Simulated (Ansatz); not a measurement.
A run of Ansatz (development build ahead of 0.2.0) on singlet H₁₆ at this shape:

```xyz
16

H     0.6053    1.5817   -0.8418
H     0.4145    2.2482   -0.4834
H     1.1954   -0.4788   -1.9498
H     1.0045    0.1877   -1.5914
H    -1.6448    0.7691   -0.5290
H    -1.8357    1.4356   -0.1706
H    -1.0548   -1.2914   -1.6369
H    -1.2456   -0.6249   -1.2786
H     1.2456    0.6249    1.2786
H     1.0548    1.2914    1.6369
H     1.8357   -1.4356    0.1706
H     1.6448   -0.7691    0.5290
H    -1.0045   -0.1877    1.5914
H    -1.1954    0.4788    1.9498
H    -0.4145   -2.2482    0.4834
H    -0.6053   -1.5817    0.8418
```

Its results:

| Item | Value |
| --- | --- |
| Converged | yes |
| Total energy | -8.85459 hartree |
| Spin squared of the determinant | 0.000 |

Which input gives this output? Name the method, the orbitals and the basis set, and write the input.

RHF in STO-3G. An unrestricted run that stays on the closed shell gives the same numbers.

```yaml
crystal:
  periodic: [false, false, false]
  atoms:
    - { symbol: H, position_ang: [0.6053, 1.5817, -0.8418] }
    - { symbol: H, position_ang: [0.4145, 2.2482, -0.4834] }
    - { symbol: H, position_ang: [1.1954, -0.4788, -1.9498] }
    - { symbol: H, position_ang: [1.0045, 0.1877, -1.5914] }
    - { symbol: H, position_ang: [-1.6448, 0.7691, -0.529] }
    - { symbol: H, position_ang: [-1.8357, 1.4356, -0.1706] }
    - { symbol: H, position_ang: [-1.0548, -1.2914, -1.6369] }
    - { symbol: H, position_ang: [-1.2456, -0.6249, -1.2786] }
    - { symbol: H, position_ang: [1.2456, 0.6249, 1.2786] }
    - { symbol: H, position_ang: [1.0548, 1.2914, 1.6369] }
    - { symbol: H, position_ang: [1.8357, -1.4356, 0.1706] }
    - { symbol: H, position_ang: [1.6448, -0.7691, 0.529] }
    - { symbol: H, position_ang: [-1.0045, -0.1877, 1.5914] }
    - { symbol: H, position_ang: [-1.1954, 0.4788, 1.9498] }
    - { symbol: H, position_ang: [-0.4145, -2.2482, 0.4834] }
    - { symbol: H, position_ang: [-0.6053, -1.5817, 0.8418] }
basis:
  gaussian: { orbitals: STO-3G }
hamiltonian:
  xc: hf
```
